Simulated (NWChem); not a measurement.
System: silylphosphine (SiPH₅); SMILES [SiH3]P

Input file for NWChem:

```
start job
memory heap 200 mb stack 900 mb global 1100 mb
geometry units angstroms noautosym nocenter noautoz
  Si    -0.000060     1.085727    -0.022074
  P      0.000061    -1.192147    -0.090963
  H     -1.210923     1.569291    -0.736735
  H      1.206478     1.569612    -0.743800
  H      0.003878     1.656547     1.352534
  H     -1.036736    -1.349928     0.874749
  H      1.042795    -1.349604     0.868390
end
basis spherical
  * library cc-pvdz
end
dft
  xc pbe0
  iterations 150
end
cosmo
  do_cosmo_smd true
  solvent water
end
task dft energy
```

NWChem printed, in part:

```
             Northwest Computational Chemistry Package (NWChem) 7.3.0
             --------------------------------------------------------

                             Geometry "geometry" -> ""
                             -------------------------

 Output coordinates in angstroms (scale by  1.889725989 to convert to a.u.)

  No.       Tag          Charge          X              Y              Z
 ---- ---------------- ---------- -------------- -------------- --------------
    1 Si                  14.0000    -0.00006000     1.08572700    -0.02207400
    2 P                   15.0000     0.00006100    -1.19214700    -0.09096300
    3 H                    1.0000    -1.21092300     1.56929100    -0.73673500
    4 H                    1.0000     1.20647800     1.56961200    -0.74380000
    5 H                    1.0000     0.00387800     1.65654700     1.35253400
    6 H                    1.0000    -1.03673600    -1.34992800     0.87474900
    7 H                    1.0000     1.04279500    -1.34960400     0.86839000

 Effective nuclear repulsion energy (a.u.)      89.5967322619

                                 NWChem DFT Module
                                 -----------------

 Summary of "ao basis" -> "ao basis" (spherical)
 ------------------------------------------------------------------------------
       Tag                 Description            Shells   Functions and Types
 ---------------- ------------------------------  ------  ---------------------
 Si                         cc-pvdz                  8       18   4s3p1d
 P                          cc-pvdz                  8       18   4s3p1d
 H                          cc-pvdz                  3        5   2s1p

 in cosmo_initialize ...
 calling solv_data for solv:h2o

 solvent parameters
 solvname_short: h2o
 solvname_long:  water
 dielec:       78.4000
 dielecinf:     1.7769
 aqueous SMD model solvent descriptors
 dielec:       78.4000
 sola:          0.8200

          ---------------
          -cosmo- solvent
          ---------------
 Cosmo: York-Karplus, doi: 10.1021/jp992097l
 dielectric constant -eps-     =  78.40
 screen = (eps-1)/(eps    )    =   0.98724
 surface charge correction     = lagrangian

   van der Waals surface
 --------------------------

 ---------- ATOMIC COORDINATES (A.U.) ------------ VDWR(ANG.) --
     1   -0.00011338    2.05172653   -0.04171381     2.470
     2    0.00011527   -2.25283117   -0.17189515     2.120
     3   -2.28831266    2.96552999   -1.39222728     1.200
     4    2.27991283    2.96613659   -1.40557819     1.200
     5    0.00732836    3.13041992    2.55591865     1.200
     6   -1.95914696   -2.55099402    1.65303592     1.200
     7    1.97059681   -2.55038175    1.64101915     1.200
 number of segments per atom =        128
 number of   points per atom =        128
 atom (   nspa,  nppa )
 ----------------------
    1 (     95,     0 )       0
    2 (     76,     0 )       0
    3 (     32,     0 )       0
    4 (     32,     0 )       0
    5 (     34,     0 )       0
    6 (     52,     0 )       0
    7 (     52,     0 )       0
 number of -cosmo- surface points =      373
 molecular surface =    107.033 angstrom**2
 molecular volume  =     91.736 angstrom**3
 -lineq- algorithm             =   0
 -bem- low  level              =   3
 -bem- from -octahedral-
 gaussian surface charge width =   4.50000
 degree of switching           =   1.00000
 switching function tolerance  =   0.00010
 atomic radii =
 --------------
    1 14.000  2.470
    2 15.000  2.120
    3  1.000  1.200
    4  1.000  1.200
    5  1.000  1.200
    6  1.000  1.200
    7  1.000  1.200
 ...... end of -cosmo- initialization ......

 nat:                     7
 ixmem:                  2814
 calling mnsol_interface()
 G(SMD-CDS) energy (kcal/mol)  =     2.975
 SMD-CDS SASA (angstrom**2)    =   122.620

            General Information
            -------------------
          SCF calculation type: DFT
          Wavefunction type:  closed shell.
          No. of atoms     :     7
          No. of electrons :    34
           Alpha electrons :    17
            Beta electrons :    17
          Charge           :     0
          Spin multiplicity:     1
          Use of symmetry is: off; symmetry adaption is: off
          Maximum number of iterations: 150
          AO basis - number of functions:    61
                     number of shells:    31
          Convergence on energy requested:  1.00D-06
          Convergence on density requested:  1.00D-05
          Convergence on gradient requested:  5.00D-04

              XC Information
              --------------
                         PBE0 Method XC Functional
                     Hartree-Fock (Exact) Exchange  0.250
          PerdewBurkeErnzerhof Exchange Functional  0.750
            Perdew 1991 LDA Correlation Functional  1.000 local
           PerdewBurkeErnz. Correlation Functional  1.000 non-local

             Grid Information
             ----------------
          Grid used for XC integration:  medium
          Radial quadrature: Mura-Knowles
          Angular quadrature: Lebedev.
          Tag              B.-S. Rad. Rad. Pts. Rad. Cut. Ang. Pts.
          ---              ---------- --------- --------- ---------
          Si                  1.10       88           9.0       590
          P                   1.00       88          10.0       590
          H                   0.35       45          11.0       434
          Grid pruning is: on
          Number of quadrature shells:   401
          Spatial weights used:  Erf1

      Superposition of Atomic Density Guess
      -------------------------------------

 Sum of atomic energies:        -631.98157710

      Non-variational initial energy
      ------------------------------

 Total energy =    -632.526949
 1-e energy   =   -1052.590941
 2-e energy   =     330.467259
 HOMO         =      -0.291934
 LUMO         =       0.071132

   convergence    iter        energy       DeltaE   RMS-Dens  Diis-err
 ---------------- ----- ----------------- --------- --------- ---------
     COSMO gas phase
 d= 0,ls=0.0,diis     1   -633.5602921988 -7.23D+02  6.17D-03  1.22D-01
 d= 0,ls=0.0,diis     2   -633.5755015060 -1.52D-02  2.58D-03  1.78D-02
 d= 0,ls=0.0,diis     3   -633.5784607316 -2.96D-03  8.84D-04  3.84D-03
 d= 0,ls=0.0,diis     4   -633.5792156201 -7.55D-04  1.68D-04  8.17D-05
 d= 0,ls=0.0,diis     5   -633.5792317927 -1.62D-05  3.39D-05  3.57D-06
 d= 0,ls=0.0,diis     6   -633.5792325111 -7.18D-07  6.32D-06  1.59D-07

   convergence    iter        energy       DeltaE   RMS-Dens  Diis-err
 ---------------- ----- ----------------- --------- --------- ---------
     COSMO solvation phase
 d= 0,ls=0.0,diis     1   -633.5763810014  2.85D-03  1.31D-03  8.40D-04
 d= 0,ls=0.0,diis     2   -633.5767209060 -3.40D-04  3.02D-04  1.99D-04
 d= 0,ls=0.0,diis     3   -633.5767605457 -3.96D-05  1.39D-04  1.62D-05
 d= 0,ls=0.0,diis     4   -633.5767647000 -4.15D-06  2.54D-05  1.82D-06
 d= 0,ls=0.0,diis     5   -633.5767650607 -3.61D-07  4.42D-06  2.40D-08

         Total DFT energy =     -633.576765060733
      One electron energy =    -1054.513142099889
           Coulomb energy =      377.097193685777
    Exchange-Corr. energy =      -45.725726349354
 Nuclear repulsion energy =       89.596732261854

             COSMO energy =       -0.031822559122

 Numeric. integr. density =       33.999988328934

                                COSMO-SMD solvation results
                                ---------------------------

             internal energy in gas <Psi(g)|H|Psi(g)> =      -633.579232511057
         internal energy in solvent <Psi(s)|H|Psi(s)> =      -633.578722095411
                               delta internal energy  =         0.000510415646 (    0.32 kcal/mol)
   total free energy in solvent <Psi(s)|H+V/2|Psi(s)> =      -633.581505359530
 polarization energy contribution <Psi(s)|V/2|Psi(s)> =        -0.002783264119 (   -1.75 kcal/mol)
    total free energy in solvent including G(SMD-CDS) =      -633.576765060733
                       G(SMD-CDS) energy contribution =         0.004740298796 (    2.97 kcal/mol)
     1 M fixed-concentration free energy of solvation =         0.002467450324 (    1.55 kcal/mol)

                       DFT Final Molecular Orbital Analysis
                       ------------------------------------

 Vector   15  Occ=2.000000D+00  E=-3.550277D-01
              MO Center= -8.2D-04,  9.5D-01, -3.3D-01, r^2= 3.4D+00
   Bfn.  Coefficient  Atom+Function         Bfn.  Coefficient  Atom+Function
  ----- ------------  ---------------      ----- ------------  ---------------
     8      0.304574  1 Si px                37     -0.292702  3 H  s
    42      0.292759  4 H  s                 38     -0.162917  3 H  s
    43      0.162960  4 H  s                 11      0.159352  1 Si px
    26     -0.151352  2 P  px                52      0.145491  6 H  s
    57     -0.145469  7 H  s                 29     -0.091660  2 P  px

 Vector   16  Occ=2.000000D+00  E=-3.344184D-01
              MO Center= -1.4D-04,  4.3D-02, -7.7D-02, r^2= 3.3D+00
   Bfn.  Coefficient  Atom+Function         Bfn.  Coefficient  Atom+Function
  ----- ------------  ---------------      ----- ------------  ---------------
    27     -0.254785  2 P  py                 9      0.244442  1 Si py
    28      0.208416  2 P  pz                30     -0.181215  2 P  py
    37      0.174977  3 H  s                 42      0.174907  4 H  s
    52      0.158983  6 H  s                 57      0.159001  7 H  s
    10     -0.151447  1 Si pz                31      0.151376  2 P  pz

 Vector   17  Occ=2.000000D+00  E=-2.776295D-01
              MO Center= -1.0D-04, -9.7D-01, -1.3D-01, r^2= 2.8D+00
   Bfn.  Coefficient  Atom+Function         Bfn.  Coefficient  Atom+Function
  ----- ------------  ---------------      ----- ------------  ---------------
    31     -0.324319  2 P  pz                22      0.320232  2 P  s
    28     -0.297942  2 P  pz                30     -0.277924  2 P  py
    27     -0.275293  2 P  py                 9      0.189165  1 Si py
    21      0.182393  2 P  s                 47      0.142186  5 H  s
    48      0.123903  5 H  s                 12      0.110465  1 Si py

 Vector   18  Occ=0.000000D+00  E= 2.027887D-02
              MO Center=  3.6D-04,  3.3D-01,  8.7D-02, r^2= 5.1D+00
   Bfn.  Coefficient  Atom+Function         Bfn.  Coefficient  Atom+Function
  ----- ------------  ---------------      ----- ------------  ---------------
    12      1.006992  1 Si py                30      0.898202  2 P  py
     4     -0.764057  1 Si s                 22      0.734262  2 P  s
    13     -0.282517  1 Si pz                48      0.281274  5 H  s
     9      0.270329  1 Si py                27      0.256430  2 P  py
     3     -0.197579  1 Si s                 18     -0.093158  1 Si d  2

 Vector   19  Occ=0.000000D+00  E= 3.400961D-02
              MO Center=  2.4D-04, -7.3D-01,  7.5D-02, r^2= 3.8D+00
   Bfn.  Coefficient  Atom+Function         Bfn.  Coefficient  Atom+Function
  ----- ------------  ---------------      ----- ------------  ---------------
    29      0.888061  2 P  px                53      0.797882  6 H  s
    58     -0.797093  7 H  s                 11      0.497230  1 Si px
    38      0.412351  3 H  s                 43     -0.412566  4 H  s
    26      0.244817  2 P  px                52      0.235204  6 H  s
    57     -0.235068  7 H  s                 35      0.140037  2 P  d  1

 Vector   20  Occ=0.000000D+00  E= 3.961829D-02
              MO Center=  1.2D-03, -9.9D-02,  2.4D-01, r^2= 5.4D+00
   Bfn.  Coefficient  Atom+Function         Bfn.  Coefficient  Atom+Function
  ----- ------------  ---------------      ----- ------------  ---------------
    22      1.218864  2 P  s                 48     -0.970287  5 H  s
    53     -0.800117  6 H  s                 58     -0.800959  7 H  s
    31      0.611021  2 P  pz                12      0.604635  1 Si py
    13      0.597172  1 Si pz                 4      0.551127  1 Si s
     3      0.233261  1 Si s                 43     -0.150556  4 H  s

     Multipole analysis of the density
     ---------------------------------

     L   x y z        total         alpha         beta         nuclear
     -   - - -        -----         -----         ----         -------
     0   0 0 0     -0.000000    -17.000000    -17.000000     34.000000

     1   1 0 0      0.001291     -0.004615     -0.004615      0.010520
     1   0 1 0      0.144781      0.626183      0.626183     -1.107585
     1   0 0 1      0.442539      0.276396      0.276396     -0.110252

     2   2 0 0    -21.421167    -19.788554    -19.788554     18.155940
     2   1 1 0     -0.004548      0.015596      0.015596     -0.035740
     2   1 0 1     -0.003488      0.000755      0.000755     -0.004998
     2   0 2 0    -23.427631    -99.447190    -99.447190    175.466749
     2   0 1 1     -1.552380      1.267947      1.267947     -4.088274
     2   0 0 2    -22.707656    -19.523687    -19.523687     16.339718
```

Level: PBE0/cc-pVDZ, SMD on the gas-phase geometry. Geometry: optimised at B3LYP/6-31G* (spherical d). Solvent: water.
